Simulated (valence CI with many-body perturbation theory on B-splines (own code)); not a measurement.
The numbers below are computed, except where a source is named.
**Energy levels of Kr²⁹⁺**

Method: valence CI with perturbative core correlation (CI+MBPT): five valence electrons over a frozen Dirac-Fock core [He], radial functions for each j: 11 s, 11 p, 10 d, 8 f, 5 g, 2 h, with the one-electron correlation potential Σ1 (screened to all orders), the two-electron term Σ2, the three-electron term Σ3, Breit, model QED; selected single and double excitations, second order for the rest, scaled by the run's own slope (own B-spline code, finite nucleus).

No measured spectrum was set against this ion. As an estimate, large intervals hold to a few tenths of a per cent, small ones and those within an open d or f shell to about a per cent. Among the levels kept, up to 5300 cm⁻¹ of a level comes from second order outside the variational space, and about a tenth of that is noise between levels of different J, which matters for small intervals.

Levels 91 to 135 of 209, with energies above the lowest level, (2s^2 2p1/2^2 2p3/2) J=3/2. "Leading %" is the weight of the configuration and term that name the level; weights of strongly mixed levels are sums over their largest components and can fall short, so below about 35 % the name and the second component can differ from the true leading terms, or belong to a minority configuration. In the jj column 3d3/2^4 stands for four electrons in 3d with j = 3/2.

| No. | Configuration | Term | J | E (× 10³ cm⁻¹) | Leading % | Leading jj | Second component | g |
| --- | --- | --- | --- | --- | --- | --- | --- | --- |
| 91 | 2s 2p3 3d | 6D° | 1/2 | 17156 | 75 | 2s 2p1/2^2 2p3/2 3d3/2 (64 %) | 16 % 2s 2p3 3d 4P° | 3.045 |
| 92 | 2s 2p3 3d | 6D° | 7/2 | 17156 | 69 | 2s 2p1/2^2 2p3/2 3d3/2 (42 %) | 14 % 2s 2p3 3d 4D° | 1.497 |
| 93 | 2s 2p3 3p | 4F | 5/2 | 17170 | 50 | 2s 2p1/2^2 2p3/2 3p3/2 (41 %) | 18 % 2s 2p3 3p 4D | 1.179 |
| 94 | 2s 2p3 3d | 6D° | 9/2 | 17173 | 75 | 2s 2p1/2^2 2p3/2 3d5/2 (70 %) | 20 % 2s 2p3 3d 4F° | 1.489 |
| 95 | 2s2 2p2 3d | 2D | 5/2 | 17187 | 60 | 2s^2 2p3/2^2 3d5/2 (78 %) | 9 % 2s2 2p2 3d 2F | 1.181 |
| 96 | 2s2 2p2 3d | 2D | 3/2 | 17189 | 82 | 2s^2 2p3/2^2 3d3/2 (84 %) | 5 % 2s2 2p2 3d 4F | 0.830 |
| 97 | 2s 2p3 3s | 4P° | 3/2 | 17205 | 47 | 2s 2p1/2 2p3/2^2 3s (86 %) | 18 % 2s 2p3 3s 4D° | 1.524 |
| 98 | 2s 2p3 3p | 4D | 5/2 | 17223 | 32 | 2s 2p1/2 2p3/2^2 3p1/2 (41 %) | 29 % 2s 2p3 3p 2F | 1.231 |
| 99 | 2s 2p3 3p | 4D | 3/2 | 17225 | 20 | 2s 2p1/2^2 2p3/2 3p3/2 (71 %) | 20 % 2s 2p3 3p 2D | 1.206 |
| 100 | 2s 2p3 3p | 4P | 1/2 | 17248 | 48 | 2s 2p1/2^2 2p3/2 3p3/2 (74 %) | 14 % 2s 2p3 3p 4D | 1.628 |
| 101 | 2s 2p3 3s | 2P° | 1/2 | 17249 | 52 | 2s 2p1/2 2p3/2^2 3s (85 %) | 24 % 2s 2p3 3s 2S° | 0.837 |
| 102 | 2s 2p3 3s | 2D° | 5/2 | 17274 | 51 | 2s 2p1/2 2p3/2^2 3s (68 %) | 23 % 2s 2p3 3s 4P° | 1.352 |
| 103 | 2s 2p3 3p | 4F | 7/2 | 17288 | 73 | 2s 2p1/2 2p3/2^2 3p3/2 (46 %) | 13 % 2s 2p3 3p 4D | 1.307 |
| 104 | 2s 2p3 3d | 4D° | 5/2 | 17293 | 57 | 2s 2p1/2^2 2p3/2 3d5/2 (61 %) | 13 % 2s 2p3 3d 2D° | 1.331 |
| 105 | 2s 2p3 3s | 2D° | 3/2 | 17295 | 63 | 2s 2p1/2 2p3/2^2 3s (75 %) | 18 % 2s 2p3 3s 2P° | 1.010 |
| 106 | 2s 2p3 3p | 4D | 5/2 | 17296 | 38 | 2s 2p1/2 2p3/2^2 3p3/2 (72 %) | 24 % 2s 2p3 3p 2F | 1.291 |
| 107 | 2s 2p3 3d | 4D° | 3/2 | 17312 | 59 | 2s 2p1/2^2 2p3/2 3d5/2 (61 %) | 10 % 2s 2p3 3d 2D° | 1.116 |
| 108 | 2s 2p3 3p | 4D | 7/2 | 17313 | 48 | 2s 2p1/2 2p3/2^2 3p1/2 (57 %) | 44 % 2s 2p3 3p 2F | 1.308 |
| 109 | 2s 2p3 3d | 4D° | 7/2 | 17341 | 65 | 2s 2p1/2^2 2p3/2 3d5/2 (36 %) | 18 % 2s 2p3 3d 2F° | 1.347 |
| 110 | 2s 2p3 3p | 4P | 1/2 | 17347 | 45 | 2s 2p1/2 2p3/2^2 3p3/2 (70 %) | 33 % 2s 2p3 3p 2P | 1.631 |
| 111 | 2s 2p3 3s | 4S° | 3/2 | 17349 | 48 | 2s 2p1/2 2p3/2^2 3s (84 %) | 31 % 2s 2p3 3s 2P° | 1.693 |
| 112 | 2s 2p3 3d | 4D° | 1/2 | 17358 | 82 | 2s 2p1/2^2 2p3/2 3d5/2 (64 %) | 13 % 2s 2p3 3d 2P° | 0.188 |
| 113 | 2s 2p3 3s | 2P° | 1/2 | 17399 | 56 | 2s 2p1/2 2p3/2^2 3s (86 %) | 37 % 2s 2p3 3s 2S° | 1.219 |
| 114 | 2s 2p3 3p | 4P | 3/2 | 17408 | 40 | 2s 2p1/2 2p3/2^2 3p3/2 (75 %) | 23 % 2s 2p3 3p 2D | 1.393 |
| 115 | 2s 2p3 3p | 4P | 5/2 | 17409 | 72 | 2s 2p1/2 2p3/2^2 3p1/2 (87 %) | 20 % 2s 2p3 3p 2D | 1.502 |
| 116 | 2s 2p3 3p | 4F | 9/2 | 17421 | 99 | 2s 2p1/2 2p3/2^2 3p3/2 (99 %) |  | 1.327 |
| 117 | 2s 2p3 3p | 4D | 7/2 | 17427 | 54 | 2s 2p1/2 2p3/2^2 3p3/2 (96 %) | 43 % 2s 2p3 3p 2F | 1.294 |
| 118 | 2s 2p3 3p | 2P | 3/2 | 17459 | 60 | 2s 2p1/2 2p3/2^2 3p3/2 (90 %) | 14 % 2s 2p3 3p 4P | 1.302 |
| 119 | 2s 2p3 3p | 4D | 1/2 | 17475 | 66 | 2s 2p1/2 2p3/2^2 3p1/2 (93 %) | 26 % 2s 2p3 3p 2P | 0.317 |
| 120 | 2s 2p3 3p | 4D | 3/2 | 17529 | 41 | 2s 2p1/2 2p3/2^2 3p1/2 (81 %) | 18 % 2s 2p3 3p 4F | 1.049 |
| 121 | 2s 2p3 3d | 4F° | 3/2 | 17532 | 54 | 2s 2p1/2^2 2p3/2 3d3/2 (67 %) | 10 % 2s 2p3 3d 4D° | 0.715 |
| 122 | 2s 2p3 3d | 4G° | 5/2 | 17537 | 50 | 2s 2p1/2^2 2p3/2 3d3/2 (82 %) | 13 % 2s 2p3 3d 4F° | 0.797 |
| 123 | 2s 2p3 3p | 2D | 5/2 | 17540 | 57 | 2s 2p1/2 2p3/2^2 3p3/2 (92 %) | 20 % 2s 2p3 3p 4P | 1.224 |
| 124 | 2s 2p3 3p | 4P | 1/2 | 17554 | 60 | 2s 2p1/2 2p3/2^2 3p1/2 (85 %) | 14 % 2s 2p3 3p 2P | 1.938 |
| 125 | 2s 2p3 3d | 4D° | 1/2 | 17576 | 59 | 2s 2p1/2^2 2p3/2 3d3/2 (80 %) | 22 % 2s 2p3 3d 2P° | 0.542 |
| 126 | 2s 2p3 3d | 4G° | 7/2 | 17580 | 37 | 2s 2p1/2^2 2p3/2 3d5/2 (74 %) | 16 % 2s 2p3 3d 4F° | 1.117 |
| 127 | 2s 2p3 3p | 2F | 5/2 | 17583 | 30 | 2s 2p1/2 2p3/2^2 3p1/2 (68 %) | 18 % 2s 2p3 3p 4D | 1.129 |
| 128 | 2s 2p3 3d | 4F° | 5/2 | 17605 | 53 | 2s 2p1/2^2 2p3/2 3d5/2 (62 %) | 7 % 2s 2p3 3d 4D° | 1.120 |
| 129 | 2s 2p3 3s | 2D° | 5/2 | 17621 | 54 | 2s 2p3/2^3 3s (70 %) | 34 % 2s 2p3 3s 4P° | 1.370 |
| 130 | 2s 2p3 3p | 4P | 3/2 | 17624 | 41 | 2s 2p1/2 2p3/2^2 3p3/2 (54 %) | 23 % 2s 2p3 3p 4D | 1.369 |
| 131 | 2s 2p3 3p | 2P | 3/2 | 17629 | 35 | 2s 2p1/2 2p3/2^2 3p3/2 (50 %) | 31 % 2s 2p3 3p 4S | 1.534 |
| 132 | 2s 2p3 3d | 4D° | 3/2 | 17641 | 55 | 2s 2p1/2^2 2p3/2 3d5/2 (54 %) | 16 % 2s 2p3 3d 4P° | 1.296 |
| 133 | 2s 2p3 3p | 4P | 5/2 | 17653 | 39 | 2s 2p1/2 2p3/2^2 3p3/2 (81 %) | 18 % 2s 2p3 3p 4D | 1.341 |
| 134 | 2s 2p3 3p | 2P | 1/2 | 17659 | 58 | 2s 2p1/2 2p3/2^2 3p3/2 (78 %) | 19 % 2s 2p3 3p 4D | 0.698 |
| 135 | 2s 2p3 3d | 4F° | 7/2 | 17661 | 52 | 2s 2p1/2 2p3/2^2 3d5/2 (54 %) | 22 % 2s 2p3 3d 4D° | 1.297 |

Where two levels of one J and parity lie close, their mixing, g and order are uncertain.
